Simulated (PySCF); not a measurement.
# A single-point calculation

Sm2O(OH)2 (singlet in the valence; each metal's 4f electrons, 6 of them, lie in its core potential, out of spins and levels). PySCF 2.14.0, RKS B3LYP, Sm lcecp-0-TZVP with ECP52, O def2-TZVP, H def2-TZVP; non-relativistic Hamiltonian with scalar-relativistic core potentials where named; density fitting; no spin-orbit coupling. Purpose: basis and core treatment f-in-core-II/TZVP.

```python
mol = gto.M(atom='''
Sm    -1.28544     0.00000     2.17678
Sm    -1.28544    -0.00000    -2.17678
O     -1.56559    -0.00000     0.00000
O      0.72430     0.00000     3.08851
H      1.68696     0.00000     3.11907
O      0.72430    -0.00000    -3.08851
H      1.68696    -0.00000    -3.11907''',
    basis={'Sm': 'lcecp-0-TZVP', 'O': 'def2-TZVP', 'H': 'def2-TZVP'},
    ecp={'Sm': 'lcecp-0-TZVP'},
    charge=0, spin=0)
mf = dft.RKS(mol, xc='B3LYP')
mf.grids.atom_grid = (75, 302)  # f atoms: unpruned, at least (60, 302)
mf = mf.density_fit()  # fitting sets: Sm AutoAux, O def2-universal-JKFIT, H def2-universal-JKFIT
mf.conv_tol = 1e-08; mf.max_cycle = 55
mf.kernel(dm0)  # dm0: free metal ions and neutral atoms
mf.nuc_grad_method().kernel()
```

Run from Python with OMP_NUM_THREADS=2; the lines above give its settings. Where DIIS fails, smearing, a level shift and second-order steps follow.
It took 21 s on 2 threads of Arm Neoverse V1, with other jobs on the host.

The 4f levels lie in the core potential and are missing.

What are the Mulliken charges and spins?


```csv
atom,charge (e),spin (e)
Sm1,1.114,0.000
Sm2,1.114,0.000
O3,-1.010,0.000
O4,-0.879,0.000
H5,0.270,0.000
O6,-0.879,0.000
H7,0.270,0.000
```
The spin of the 4f electrons in the core isn't counted.

What forces act on the atoms (eV/Å)?


```
Sm  -0.11  0.00 -0.07
Sm  -0.11  0.00  0.07
O   -0.06  0.00  0.00
O    0.41  0.00  0.05
H   -0.27  0.00  0.02
O    0.41  0.00 -0.05
H   -0.27  0.00 -0.02
```
Forces carry noise of the integration grid, about 0.01 to 0.03 eV/Å.

The geometry was relaxed with B3LYP (Sm lcecp-0-SVP with ECP52, O def2-SVP, H def2-SVP).

An lcecp potential fixes the number of 4f electrons, so in runs with it no electron can move into or out of that shell.
